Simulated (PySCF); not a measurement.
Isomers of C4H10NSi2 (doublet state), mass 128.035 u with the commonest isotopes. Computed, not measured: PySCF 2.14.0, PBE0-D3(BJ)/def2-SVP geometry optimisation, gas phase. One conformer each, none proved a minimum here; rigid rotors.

Problem. Order these by out-of-plane moment Σ m c² = (Ia + Ib − Ic)/2, largest first.
A. `[CH2:1]=[CH:2]/[C:3]=[CH:4]/[N:5]([SiH3:6])[SiH3:7]` (doublet state) with C3–C4–N5–Si6 -174°
B. `[CH2:1]=[CH:2]/[CH:3]=[CH:4]\[N:5]([SiH2:6])[SiH3:7]` (doublet state) with C1–C2–C3–C4 -176°, C3–C4–N5–Si6 29°, C4–N5–Si6–H 38° and 157°
C. `[CH2:1]=[C:2]/[CH:3]=[CH:4]\[N:5]([SiH3:6])[SiH3:7]` (doublet state) with C3–C4–N5–Si6 167°

Solution. A (21.38 u·Å²), B (18.67 u·Å²), C (14.02 u·Å²).

Problem. Order these by rotational constant B, smallest first.
A. `[CH2:1]=[CH:2]/[C:3]=[CH:4]/[N:5]([SiH3:6])[SiH3:7]` (doublet state) with C3–C4–N5–Si6 -174°
B. `[CH2:1]=[C:2]/[CH:3]=[CH:4]\[N:5]([SiH3:6])[SiH3:7]` (doublet state) with C3–C4–N5–Si6 167°
C. `[CH2:1]=[CH:2]/[CH:3]=[CH:4]\[N:5]([SiH2:6])[SiH3:7]` (doublet state) with C1–C2–C3–C4 -176°, C3–C4–N5–Si6 29°, C4–N5–Si6–H 38° and 157°

Solution. A (888.4 MHz), C (987.2 MHz), B (1084 MHz).

Problem. Order these by radius of gyration √(Σ m r²/M), largest first.
A. `[CH2:1]=[C:2]/[CH:3]=[CH:4]\[N:5]([SiH3:6])[SiH3:7]` (doublet state) with C3–C4–N5–Si6 167°
B. `[CH2:1]=[CH:2]/[C:3]=[CH:4]/[N:5]([SiH3:6])[SiH3:7]` (doublet state) with C3–C4–N5–Si6 -174°
C. `[CH2:1]=[CH:2]/[CH:3]=[CH:4]\[N:5]([SiH2:6])[SiH3:7]` (doublet state) with C1–C2–C3–C4 -176°, C3–C4–N5–Si6 29°, C4–N5–Si6–H 38° and 157°

Solution. B (2.342 Å), C (2.258 Å), A (2.186 Å).

| SMILES | point group | Ia (u·Å²) | Ib (u·Å²) | Ic (u·Å²) | κ | μa (D) | μb (D) | μc (D) |
| --- | --- | --- | --- | --- | --- | --- | --- | --- |
| C=C/[C]=C/N([SiH3])[SiH3] | C1 | 154.58 | 568.87 | 680.68 | -0.88 | 0.11 | 0.10 | 0.00 |
| C=[C]/C=C\N([SiH3])[SiH3] | C1 | 159.69 | 466.26 | 597.91 | -0.79 | 0.39 | 0.10 | 0.01 |
| C=C/C=C\N([SiH2])[SiH3] | C1 | 159.67 | 511.94 | 634.27 | -0.84 | 0.65 | 0.45 | 0.09 |
